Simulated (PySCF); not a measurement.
Complete the table, then read it.

| no. | species (SMILES) | atoms | electrons | dipole moment (D) | HOMO energy (eV) | LUMO energy (eV) | smallest rotational constant (GHz) |
| --- | --- | --- | --- | --- | --- | --- | --- |
| 1 | CNC[Si@@H]([SiH3])[SiH2]C | 22 | 82 | ? | -6.61 | -0.33 | 0.650 |
| 2 | CCC1=C(OC)[SiH2]C=CO1 | 22 | 84 | 0.79 | -5.95 | -0.07 | ? |
| 3 | C=C(F)c1cccc(F)c1 | 16 | 72 | ? | -7.04 | -1.53 | 0.676 |
| 4 | C[SiH2]C(N[SiH3])[SiH2]C | 22 | 82 | 0.42 | -6.27 | 0.34 | ? |
| 5 | C#C[C@@H](C[SiH2]O)CC(C)=O | 22 | 84 | 4.13 | -7.81 | ? | 0.627 |

Levels: PBE0/pcSseg-1 for dipole moment, HOMO energy and LUMO energy; GFN2-xTB for smallest rotational constant. Geometries: GFN2-xTB. Species are written as SMILES; each is one conformer at its optimised geometry, gas phase, non-relativistic unless stated; the electronic structure was computed with PySCF and density fitting.

Dipoles, sizes and rotational constants follow the conformer. The torsions of the flexible species, by atom-mapped SMILES:
- `[CH3:1][NH:2][CH2:3][Si@@H:4]([SiH3:5])[SiH2:6][CH3:7]`: C1–N2–C3–Si4 177°, N2–C3–Si4–Si5 -166°, C3–Si4–Si6–C7 -58°
- `[CH3:1][CH2:2][C:3]1=[C:4]([O:5][CH3:6])[SiH2:7][CH:8]=[CH:9][O:10]1`: C1–C2–C3–C4 -84°, C3–C4–O5–C6 -161°
- `[CH2:1]=[C:2]([F:3])[c:4]1[cH:5][cH:6][cH:7][c:8]([F:9])[cH:10]1`: C1–C2–C4–C5 180°
- `[CH3:1][SiH2:2][CH:3]([NH:4][SiH3:5])[SiH2:6][CH3:7]`: C1–Si2–C3–N4 54°, Si2–C3–N4–Si5 -136°, Si2–C3–Si6–C7 61°

The conformers of `C#C[C@@H](C[SiH2]O)CC(C)=O` aren't listed.

Problem. What is the dipole moment in row 1?

Solution. 1.70 D.

Problem. What is the smallest rotational constant in row 2?

Solution. 0.662 GHz.

Problem. What is the dipole moment in row 3?

Solution. 0.33 D.

Problem. Row 4: the smallest rotational constant?

Solution. 0.632 GHz.

Problem. What is the LUMO energy in row 5?

Solution. -1.07 eV.

Problem. In the completed table, which rows hold the lowest and the highest smallest rotational constant, and what is the mean?

Solution. Row 5 the lowest (0.627 GHz), row 3 the highest (0.676 GHz); the mean over the 5 rows is 0.649 GHz.

Problem. In the completed table, which rows hold the lowest and the highest LUMO energy, and what is the mean?

Solution. Row 3 the lowest (-1.53 eV), row 4 the highest (0.34 eV); the mean over the 5 rows is -0.53 eV.

Problem. What is the HOMO–LUMO gap, row by row?

Solution. row 1: 6.28, row 2: 5.88, row 3: 5.51, row 4: 6.61, row 5: 6.74 eV.
